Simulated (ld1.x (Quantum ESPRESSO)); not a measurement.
Al: one change to a PAW potential, before and after

Al (Z = 13), PAW, made with ld1.x (Quantum ESPRESSO) 7.5 (LDA (PZ), scalar-relativistic). Core [Ne], reference 3s2 3p0 (charge +1). Waves: 3s (bound): rcut 1.50, rcutus 2.05 bohr; 3s channel at -0.15 Ry: rcut 1.50, rcutus 2.05 bohr; 3p (bound, empty): rcut 1.55, rcutus 2.00 bohr; 3p channel at 0.9 Ry: rcut 1.55, rcutus 2.00 bohr. Local part: all-electron potential smoothed inside 1.50 bohr (lloc = -1). Core correction: a·sin(br)/r model core, default radius (ld1.x builds one for every PAW set, though the input has nlcc=.false.). Augmentation charge: PSQ, inside the norm-conserving radii.

Change: core correction a·sin(br)/r model core inside 1.78 bohr.

Cutoffs: the cutoffs (Ry, on a coarse ladder) from which the occupation-weighted sum of valence levels, in a spherical-Bessel basis at the reference potential, stays within 10 and 1 mRy of its value at 400 Ry; they do not see the model core or the augmentation charge, which bear on the density cutoff. Errors are all-electron minus pseudo energies relative to the spin-unpolarised reference configuration.

Predict the effect on cutoff, ghosts and configuration errors.

Both files are so soft that the ladder of cutoffs tells neither apart; the errors of the 9 common tests hardly move; neither file shows a bound ghost. The default core radius of the base comes out at 1.31 bohr. A wider model core is smoother and lowers the density cutoff, which this test does not measure.

| quantity | base | changed |
| --- | --- | --- |
| cutoff, loose | 6 Ry | 6 Ry |
| cutoff, tight | 10 Ry | 10 Ry |
| bound ghosts | none | none |
| error for 3s2 3p1, meV [ΔE -5.85 eV] | -0.5 | -0.7 |
| error for 3s1 3p0, meV [ΔE 19.38 eV] | -16 | -16 |
| error for 3s2 3p0.5, meV [ΔE -3.72 eV] | -0.3 | -0.3 |
| error for 3s1 3p2, meV [ΔE -0.69 eV] | +0.3 | 0.0 |
| error for 3s1 3p1, meV [ΔE 5.82 eV] | -1.4 | -1.5 |
| error for 3s0 3p3, meV [ΔE 4.66 eV] | -1.6 | -1.9 |
| error for 3s2 3p1.3, meV [ΔE -6.44 eV] | -0.5 | -0.7 |
| error for 3s2 3p1 (spin-polarised), meV [ΔE -5.98 eV] | -0.6 | -0.8 |
| error for 3s1 3p0 (spin-polarised), meV [ΔE 18.95 eV] | -20 | -21 |
| s: phases at 2.26 bohr within 0.05 rad from the reference energy up to (Ry; the scan ends near 5) | 3.7 | 3.7 |
| p: phases at 2.26 bohr within 0.05 rad from the reference energy up to (Ry; the scan ends near 5) | 4.2 | 4.2 |
| lowest overlap eigenvalue by channel | s 0.41, p 0.73 | s 0.41, p 0.73 |
